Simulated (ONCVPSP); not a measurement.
## Before and after: ONCV potential for Fe (Z = 26)

- Element: Fe (Z = 26)
- Generator: ONCVPSP 4.0.1
- Type: optimised norm-conserving Vanderbilt (ONCV)
- Functional: LDA (Perdew-Zunger)
- Relativity: scalar-relativistic
- Frozen core: [Ar]
- Valence charge: 8
- Reference configuration: 3d6 4s2
- Partial waves: 4s: rc 2.30 bohr, ncon 4, nbas 8, qcut 3 1/bohr, 1 projector; p scattering state at 0.14 Ha: rc 1.80 bohr, ncon 4, nbas 8, qcut 4.3 1/bohr, 1 projector; 3d: rc 1.00 bohr, ncon 4, nbas 8, qcut 18.9 1/bohr, 2 projectors, debl 1.5 Ha
- Local potential: polynomial inside 0.75 bohr (lpopt 5, dvloc0 4 Ha)
- Core correction: none

All-electron outer shells of the reference configuration (LDA (Perdew-Zunger), scalar-relativistic, ld1.x):

| shell | level (eV) | outermost node (bohr) | outermost maximum (bohr) |
| --- | --- | --- | --- |
| 3p | -59.93 | 0.30 | 0.72 |
| 3d | -7.75 | – | 0.71 |
| 4s | -5.49 | 1.01 | 2.38 |

Change: d: nproj 1.

Cutoffs: the cutoffs (Ha) at which the residual kinetic energy of the hardest occupied pseudo-wave falls to 1 and 0.1 mHa per electron; they do not see the model core or the augmentation charge, which bear on the density cutoff. Errors are all-electron minus pseudo energies relative to the spin-unpolarised reference configuration.

Task: How do hardness, ghosts and transferability respond?

Result: The potential gets neither clearly harder nor softer (109 Ha and 127 Ha → 109 Ha and 127 Ha); both files keep a bound ghost (p, s); the errors of the 4 common tests hardly move.

| quantity | base | changed |
| --- | --- | --- |
| cutoff, loose | 109 Ha | 109 Ha |
| cutoff, tight | 127 Ha | 127 Ha |
| bound ghosts | s, p | s, p |
| GHOST(+) flags under 300 eV | none | none |
| error for 3d6 4s1, meV [ΔE 8.98 eV] | -0.2 | -0.2 |
| error for 3d6 4s0, meV [ΔE 25.47 eV] | +5.0 | +4.8 |
| error for 3d5 4s0, meV [ΔE 60.00 eV] | +94 | +91 |
| error for 3d5 4s2 4p1, meV [ΔE 8.86 eV] | -167 | -170 |
| s: phases at 2.33 bohr within 0.05 rad from the reference energy up to (Ha; the scan ends near 5) | 1.0 | 1.0 |
| p: phases at 1.83 bohr within 0.05 rad from the reference energy up to (Ha; the scan ends near 5) | 2.5 | 2.5 |
| d: phases at 1.02 bohr within 0.05 rad from the reference energy up to (Ha; the scan ends near 5) | to the end of the scan | to the end of the scan |

 A true bound ghost makes a file unfit for plane-wave use even where its test errors are small: the radial tests pick states by their node count and pass the ghost by.
